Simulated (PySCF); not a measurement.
Geometry:
| atom | x (Å) | y (Å) | z (Å) |
| --- | --- | --- | --- |
| O1 | -1.512 | -1.459 | -1.404 |
| C2 | -0.705 | -0.700 | -0.651 |
| C3 | -0.596 | 0.660 | -0.929 |
| C4 | 0.249 | 1.400 | -0.128 |
| C5 | 0.946 | 0.790 | 0.907 |
| C6 | 0.746 | -0.568 | 1.076 |
| Cl7 | 1.582 | -1.391 | 2.346 |
| N8 | -0.051 | -1.303 | 0.328 |
| H9 | -1.449 | -2.358 | -1.057 |
| H10 | -1.156 | 1.095 | -1.744 |
| H11 | 0.370 | 2.462 | -0.305 |
| H12 | 1.615 | 1.338 | 1.555 |

Geometry: PBE0-D3(BJ)/def2-TZVP; GIAO absolute shieldings from PySCF 2.14, gas phase, non-relativistic, averaged over equivalent atoms.

At B97-2/pcSseg-2 (351 basis functions, 84 s wall time on 1 thread of an Intel Xeon Platinum 8259CL, shared host):
```
atoms  σ (ppm)
   O1    179.1
   C2     15.5
   C6     21.8
   C4     37.2
   C5     63.5
   C3     75.6
  Cl7    637.3
   N8    -30.6
  H11    23.96
  H12    24.65
  H10    24.95
   H9    26.02
```

**Question.** Estimate the result of repeating the calculation with wB97X-D/pcSseg-2.

**Answer.** 
```csv
atoms,σ at wB97X-D/pcSseg-2,change
O1,182.9,+3.8
C2,11.1,-4.4
C6,18.2,-3.6
C4,32.3,-4.9
C5,60.6,-2.9
C3,72.6,-3.0
Cl7,638.6,+1.3
N8,-37.2,-6.6
H11,23.83,-0.13
H12,24.57,-0.08
H10,24.85,-0.10
H9,25.97,-0.05
```

The largest change is at N8 (pyridine-type ring nitrogen). Cost: 351 basis functions, 110 s wall time on 1 thread of an Intel Xeon Platinum 8259CL, shared host. The order of the carbon signals is the same at both levels.

Carbons that carry Cl, above all several Cl atoms, come out too deshielded, partly because spin–orbit coupling is missing.
